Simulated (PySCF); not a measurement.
Al(H)(F)(Me) (CH₄AlF), SMILES [CH3][AlH][F]. Heavy atoms are numbered as in [AlH:1]([F:3])[CH3:4]. Hydrogens are named by the atom that carries them.

Geometry: PBE-D3(BJ)/def2-TZVP.

The numbers are results of HF/pcSseg-2 in PySCF, not measurements.

GIAO shieldings, no solvent; atoms alike by connectivity are averaged. δ = σ(ref) − σ: ¹H against TMS (σ = 31.98 ppm); ¹⁹F against CFCl3 (σ = 237.3 ppm); ¹³C against TMS (σ = 193.3 ppm), references at their B3LYP-D3(BJ)/def2-TZVP geometries, non-relativistic.

```
atoms     nucleus  count  δ (ppm)
--------  -------  -----  -------
H on Al1       ¹H      1     4.80
H on C4        ¹H      3     0.02
F3            ¹⁹F      1      [?]
C4 (CH3)      ¹³C      1      [?]
```

Question: Fill in the missing entries. (An estimate is asked for; the answer gives what the named calculation found.)

Answer: 
- C4 (CH3), δ (ppm): -8.0
- F3, δ (ppm): -118.8
